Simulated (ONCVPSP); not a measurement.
Hf: one change to an ONCV potential, before and after

```json
{
  "Element": "hafnium (Hf)",
  "Generator": "ONCVPSP 4.0.1",
  "Type": "optimised norm-conserving Vanderbilt (ONCV)",
  "Functional": "PBEsol",
  "Relativity": "scalar-relativistic",
  "Frozen core": "[Kr] 4d10 4f14",
  "Valence charge": "12",
  "Reference configuration": "5s2 5p6 5d2 6s1 6p1",
  "Partial waves": "5s+6s: rc 1.70 bohr, ncon 4, nbas 8, qcut 6.7 1/bohr, 2 projectors; 5p+6p: rc 2.50 bohr, ncon 5, nbas 9, qcut 5.2 1/bohr, 2 projectors; 5d: rc 2.70 bohr, ncon 4, nbas 9, qcut 6.5 1/bohr, 2 projectors, debl 2.1 Ha",
  "Local potential": "polynomial inside 1.50 bohr (lpopt 5, dvloc0 0 Ha)",
  "Core correction": "none"
}
```

Change: all radii scaled by about 1.30 (s 2.22, p 3.26, d 3.52 bohr); local potential polynomial inside 1.96 bohr (lpopt 5, dvloc0 0 Ha).

Cutoffs: the cutoffs (Ha) at which the residual kinetic energy of the hardest occupied pseudo-wave falls to 1 and 0.1 mHa per electron; they do not see the model core or the augmentation charge, which bear on the density cutoff. Errors are all-electron minus pseudo energies relative to the spin-unpolarised reference configuration.

Question: How do hardness, ghosts and transferability respond?

Answer: The potential gets softer (17 Ha and 20 Ha → 12 Ha and 15 Ha); of the 3 tests that both files solve, the error grows in 0 and shrinks in 3 by more than 15 % and 0.3 meV (median size 2.1 → 0.9 meV); neither file shows a bound ghost. A larger radius leaves more room for a smooth pseudo-wave, so fewer plane waves are needed. That the errors move this way runs against the usual rule that smaller radii transfer better.

| quantity | base | changed |
| --- | --- | --- |
| cutoff, loose | 17 Ha | 12 Ha |
| cutoff, tight | 20 Ha | 15 Ha |
| loose cutoff by channel | s 17 Ha, p 10.0 Ha, d 11 Ha | s 12 Ha, p 8.6 Ha, d 8.4 Ha |
| bound ghosts | none | none |
| GHOST(+) flags under 300 eV | s at 224.5 eV | none |
| tests with a reliable result | 3 of 4 | 3 of 4 |
| error for 5s2 5p6 5d2 6s2 6p0, meV [ΔE -3.86 eV] | +2.1 | +1.4 |
| error for 5s2 5p6 5d2 6s1 6p0, meV [ΔE 4.15 eV] | -1.6 | -0.9 |
| error for 5s2 5p6 5d2 6s0 6p0, meV [ΔE 18.31 eV] | +2.5 | -0.6 |
